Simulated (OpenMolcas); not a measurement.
## Os6+: moving or changing the point charges

Os6+ among 5 point charges of -2 e arranged as a trigonal bipyramid (D3h), 1.97 Å from the ion, with the axial distance 1.990 Å.
```
   1.9700    0.0000    0.0000  -2.00
  -0.9850    1.7061    0.0000  -2.00
  -0.9850   -1.7061    0.0000  -2.00
   0.0000    0.0000    1.9897  -2.00
   0.0000    0.0000   -1.9897  -2.00
```

- Program: OpenMolcas 26.06
- Method: CASSCF
- Basis: ANO-RCC-VDZP [7s6p4d2f1g]
- Scalar Hamiltonian: DKH2, point nucleus
- Active space: 2 electrons in 5 orbitals (5d)
- State averaging: 2S+1 = 3 even, 10 roots; 2S+1 = 1 even, 15 roots
- Spin-orbit coupling: state interaction with AMFI integrals over the reference wave functions

Runs around this geometry, states (labels of D3, the rotations of D3h). Energies in cm-1 above the lowest state or level, χT in cm3 K/mol.

```csv
R (Å),q (e),Axial / equatorial distance,Ground state,First state of that spin,First gap with spin-orbit (degeneracies),χT at 300 K,First state of another spin
1.97,-2,0.93,3A1,3A2 8.9,"193.3 (2, 1)",0.170,1E 12827
1.97,-1.3,1.01,3A2,3A1 55.8,"52.2 (1, 2)",0.199,1E 12789
1.83,-2,1.01,3A2,3A1 364.1,"84.8 (1, 2)",0.139,1E 13138
1.97,-2,1.01,3A2,3A1 9.8,"19.5 (1, 2)",0.171,1E 12790
2.08,-2,1.01,3A1,3A2 4.6,"18.5 (2, 1)",0.194,1E 12763
```

The ground state changes within this set.

Without dynamic correlation the repulsion within the d shell is too large (B by tens of per cent), so at a given field states of lower spin stand too high. Spin-orbit coupling mixes the spin-free states strongly: the lowest level takes only 43 % from its leading state, 3A1 (figures for R = 1.97, q = -2, ratio = 0.93; the like holds for R = 1.97, q = -1.3, ratio = 1.01, R = 1.83, q = -2, ratio = 1.01, R = 1.97, q = -2, ratio = 1.01, R = 2.08, q = -2, ratio = 1.01). This is an electrostatic model: the charges have no orbitals. No measured value stands beside these numbers.
